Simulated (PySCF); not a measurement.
CH₈N₂O₂Si, SMILES N[Si](NC)(O)O.

The structure is a stationary point at B3LYP-D3(BJ)/def2-SVP. This is a generated structure with no PubChem entry under its InChIKey; it may be hypothetical. The values are those of a single conformer.

Two levels are set side by side: PBE/def2-TZVP (PySCF) and PBE0/def2-TZVP (PySCF). Same geometry, gas phase. Differences are taken from unrounded values.

| quantity | PBE0 | PBE | PBE minus PBE0 |
|---|---|---|---|
| orbital gap (eV) | 7.37 | 5.10 | -2.27 |
| highest occupied level (eV) | -6.71 | -5.30 | 1.41 |
| lowest empty level (eV) | 0.66 | -0.20 | -0.86 |
| dipole moment (D) | 1.69 | 1.64 | -0.05 |
| mean polarisability (bohr³) | 57.3 | 60.4 | 3.1 |

PBE's occupied levels lie high since its potential decays too fast outside the molecule; exact exchange lowers them and widens the gap. PBE's more diffuse valence density responds more strongly to a field. Differences between two approximate levels are no errors against the true value.

Rough cost on one machine, each run with all the roots and properties that it gave: PBE0 against PBE within a factor of 2.
